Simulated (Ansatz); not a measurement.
## Energy profile

The step: BH₃O₂ ([OH][BH][OH]) + NH₃ → BNH₄O₂ ([NH2][B]([OH])[OH]) + H₂; bonds formed: H2–H5; dative contacts that become bonds: B1–N6; bonds broken: B1–H2, H5–N6 (atoms numbered as in the saddle structure below).

```
10
angstrom
B 0.3366 0.0304 -0.1299
H 0.3857 0.8874 1.1044
O 0.3916 0.9176 -1.2097
O 1.3015 -0.9595 -0.0366
H -0.5124 0.3337 1.1003
N -1.0659 -0.5297 0.3083
H -0.0437 1.7559 -1.0549
H 2.1417 -0.6558 -0.3859
H -1.8598 -0.2723 -0.2603
H -1.0753 -1.5075 0.5641
```

Electronic energies by CCSD(T) at an estimated basis limit (MP2 extrapolated from triple and quadruple zeta, plus CCSD(T) − MP2 in triple zeta), on PBE0-D4/def2-TZVP structures; BNH6O2, singlet; no counterpoise correction. Computed with Ansatz 0.2.0 (basis: def2-TZVPP and def2-QZVPP); correlated methods freeze the cores. Extrapolation: Hartree–Fock as exp(−7.88 √X), correlation as X^−2.97.

Question: Give the profile in eV, counted from the separated reactants. (To be estimated.)

Answer: Computed:
```json
{"point": "separated: BH3O2 (linked as [OH][BH][OH]; B1, H2, O3, O4, H7, H8; singlet) + NH3 (H5, N6, H9, H10; singlet)", "eV": "0.000"}
{"point": "start structure", "eV": "-0.120"}
{"point": "saddle", "eV": "1.626"}
{"point": "end structure", "eV": "-0.697"}
{"point": "separated: BNH4O2 (linked as [NH2][B]([OH])[OH]; B1, O3, O4, N6, H7, H8, H9, H10; singlet) + H2 (H2, H5; singlet)", "eV": "-0.665"}
```

The T1 diagnostic stays at or below 0.013.

The step is the kind of exchange with an N–H group that builds nitride films in atomic layer and chemical vapour deposition.

For scale, one of the runs: CCSD(T)/def2-TZVPP, 208 basis functions, launched by `ansatz run in.yaml --threads 4 --pin off --events-out ev --progress --plain --max-ram 9574MiB`. The run took 58 s on 4 CPU threads of an Arm Neoverse V1 (shared host), with 3.1 GiB of host memory at its peak.
